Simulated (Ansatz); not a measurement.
The same molecule with X = O, S, Se. Ansatz, PBE0-D4/def2-TZVP geometries, multiplicity 1. Each molecule was computed in one conformer, which needn't be the lowest.

Elements past krypton have def2 core potentials. Scalar relativity is left out up to krypton.

```csv
X,molecule,mean X–H bond length / Å,mean X–In bond length / Å,LUMO energy (ωB97M-V/def2-TZVPP) / eV,LUMO energy (PBE0/def2-TZVPP) / eV,HOMO energy (PBE/def2-TZVPP) / eV
O,`[OH][In]([Cl])[Cl]`,0.962,1.961,-0.60,-2.56,-7.64
Se,`[Cl][In]([Cl])[SeH]`,1.470,2.472,-0.61,-2.51,-6.77
```

(1) Give the row for X = S, `[SH][In]([Cl])[Cl]`. (Estimate.)

Answers

(1) Computed: 
```json
{"X": "S", "molecule": "`[SH][In]([Cl])[Cl]`", "mean X–H bond length / Å": "1.345", "mean X–In bond length / Å": "2.354", "LUMO energy (ωB97M-V/def2-TZVPP) / eV": "-0.53", "LUMO energy (PBE0/def2-TZVPP) / eV": "-2.47", "HOMO energy (PBE/def2-TZVPP) / eV": "-7.06"}
```

From O to Se the mean X–H bond length rises at each step, by 0.508 Å in all; the mean X–In bond length rises at each step, by 0.511 Å in all; the LUMO energy (ωB97M-V/def2-TZVPP) isn't monotonic: highest at S, lowest at Se; the LUMO energy (PBE0/def2-TZVPP) isn't monotonic: highest at S, lowest at O; the HOMO energy (PBE/def2-TZVPP) rises at each step, by 0.87 eV in all. Bonds lengthen as the atom grows down the group.

Spin–orbit coupling is left out; it splits and shifts lone-pair levels of the heavy atoms by tenths of an eV.
